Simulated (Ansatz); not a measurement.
Ideal-gas functions of `ClB1[SiH2]S1` at 298.15 K and 1 bar, from an Ansatz frequency run at PBE0-D4/def2-TZVP.

Molar mass 108.43 g/mol, point group Cs (symmetry number 1), electronic degeneracy 1, moments of inertia 76.965, 243.252, 314.158 u Å². Harmonic wavenumbers (cm⁻¹, unscaled): 224, 268, 371, 497, 555, 582, 618, 783, 950, 1137, 2237, 2254.

Use S(trans) = R[1.5 ln M + 2.5 ln T − 1.1517]; rotational temperatures θ = 24.2544 K / I; S(rot) = R[ln(√π/σ · √(T³/θAθBθC)) + 1.5]; for each mode x = 1.438777 ν̃/T, S = R[x/(eˣ − 1) − ln(1 − e⁻ˣ)] and H = RT x/(eˣ − 1); 1 cm⁻¹ = 0.0119627 kJ/mol; R = 8.31446 J/(mol·K).

Task: By hand: the entropy, in J/(mol·K).

Result: Translation 167.3. Rotation: θ = 0.3151, 0.0997, 0.0772 K, giving 113.3. Vibration, mode by mode: 8.06, 6.73, 4.50, 2.79, 2.23, 2.02, 1.76, 0.93, 0.48, 0.22, 0.00, 0.00, in all 29.7. Electronic 0.0. Sum 310.3 J/(mol·K).

Task: By hand: H − E and G − E in kJ/mol, counted from the electronic energy.

Result: Zero-point energy ½ × 10476 × 0.0119627 = 62.7; thermal vibration 5.8; translation, rotation and pV give 4 RT = 9.9. H − E = 78.4 kJ/mol, and G − E = 78.4 − 298.15 × 310.3/1000 = -14.1 kJ/mol.

Vibration gives 10 % of the entropy.
